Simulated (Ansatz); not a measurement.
Computed with Ansatz on PBE0-D4/def2-TZVP structures; ΔE is electronic, products minus reactants. CCSD(T)/CBS adds triple-zeta CCSD(T) − MP2 to the extrapolated MP2 energy (def2 sets, frozen cores). This one scheme is used for every species. DFT in def2-TZVPP. B3LYP here is the variant with VWN-RPA as its local correlation; programs differ in this. For Ge outer-core shells are correlated without core-valence functions, which leaves a few kJ/mol of doubt a bond. Scalar relativity is left out up to krypton. One conformer a species, not always the lowest.

Reaction (germylene formation by 1,1-elimination): `C[O][GeH]([NH2])[Cl]` → `[NH2][Ge][Cl]` + CH₃OH

```tsv
level	ΔE (kcal/mol)	difference from CCSD(T)/CBS
PBE-D4	12.7	-4.3
r2SCAN-D4	18.4	1.4
PBE0-D4	17.1	0.1
B3LYP-D4	12.4	-4.6
ωB97X-V	20.0	3.0
ωB97M-V	15.6	-1.4
B2PLYP	14.8	-2.2
PBE	10.5	-6.5
r2SCAN	17.8	0.8
PBE0	15.1	-1.9
B3LYP	8.9	-8.1
HF/def2-TZVPP	17.7	0.7
MP2/def2-TZVPP	23.0	6.0
SCS-MP2/def2-TZVPP	21.2	4.2
CCSD/def2-TZVPP	20.5	3.5
CCSD(T)/def2-TZVPP	20.8	3.8
HF/def2-QZVPP	17.4	0.4
MP2/def2-QZVPP	20.7	3.7
SCS-MP2/def2-QZVPP	19.3	2.3
HF/CBS(def2)	17.4	0.4
MP2/CBS(def2)	19.2	2.2
CCSD/CBS(def2)	16.7	-0.3
CCSD(T)/CBS	17.0	0
```

Largest T1 diagnostic among the species: 0.013.

The D4 term adds +3.5 kcal/mol with B3LYP and +2.0 kcal/mol with PBE0; it sums over pairs of atoms, weighted by their polarisabilities, and B3LYP, whose exchange is more repulsive, gets the larger term. From PBE to PBE0 (25 % exact exchange), in def2-TZVPP and without D4, ΔE moves by +4.6 kcal/mol.
